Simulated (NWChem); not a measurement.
System: C3H7NSi; SMILES C[C@H]([SiH3])C#N

Computed with NWChem. Structure relaxed at the B3LYP/6-31G* (spherical d) level.

### Question
Predict the results for Hartree-Fock/aug-pcseg-1. Quantities: highest occupied level (eV); orbital gap (eV); dipole (D).

### Answer
```yaml
highest occupied level (eV): -11.64
orbital gap (eV): 12.24
dipole (D): 4.35
```
